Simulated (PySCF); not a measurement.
**Spinor energies of Er⁴¹⁺ (erbium, charge +41)**

Start: [Ar] 3d9; 3d3/2 filled at m_j = -1/2, +1/2, +3/2; 3d5/2 filled at m_j = -5/2, -3/2, -1/2, +1/2, +3/2, +5/2. Calculated with PySCF 2.14 in an even-tempered Gaussian basis (16 s from 8.9 bohr⁻², ratio 2.8; 13 p from 12 bohr⁻², ratio 2.8; 8 d from 12 bohr⁻², ratio 2.8; 3 f from 45 bohr⁻², ratio 3): generalised Hartree-Fock with the X2C-1e Hamiltonian and a Gaussian nucleus; one run each with spin-orbit coupling (SO) screened by Boettger's factors, then bare. This is a chosen level, not necessarily the ground level.

| spinor shell | electrons | ε, screened SO (eV) | ε, bare SO (eV) | weight of nominal j (bare SO) | rms radius, bare SO (bohr) |
| --- | --- | --- | --- | --- | --- |
| 1s1/2 | 2 | -59759.1 | -59758.5 | 1.000 | 0.0231 |
| 2s1/2 | 2 | -11773.6 | -11773.5 | 1.000 | 0.0933 |
| 2p1/2 | 2 | -11296.7 | -11319.8 | 1.000 | 0.0794 |
| 3s1/2 | 2 | -4064.8 | -4064.8 | 1.000 | 0.235 |
| 3p1/2 | 2 | -3855.1 | -3860.3 | 1.000 | 0.226 |
| 3p3/2 | 4 | -3651.2 | -3649.5 | 1.000 | 0.239 |
| 3d3/2 | 3 | -3321.6 | -3326.5 | 0.998 | 0.209 |
| 3d5/2 | 6 | -3276.7 | -3273.7 | 0.999 | 0.213 |

Task: Where does 2p3/2 lie, and what is the 2p spin-orbit splitting (bare SO)?

Result: At -10366.1 eV, 953.68 eV above 2p1/2.

```json
{"quantity": "E (hartree)", "screened SO": "-11955.44896", "bare SO": "-11956.00466"}
{"quantity": "M_J", "screened SO": "3/2", "bare SO": "3/2"}
{"quantity": "⟨J²⟩", "screened SO": "3.750", "bare SO": "3.750"}
{"quantity": "⟨L²⟩", "screened SO": "6.041", "bare SO": "6.045"}
{"quantity": "⟨S²⟩", "screened SO": "0.791", "bare SO": "0.794"}
```

Each row is a mean over spinors that exchange with the open shell spreads, by up to 21.944 eV (3p1/2).

Breit and QED terms are absent; they matter most for the inner s and p1/2 levels.

Densities and radii are taken from the X2C orbitals without a picture-change correction, which distorts them close to the nucleus.
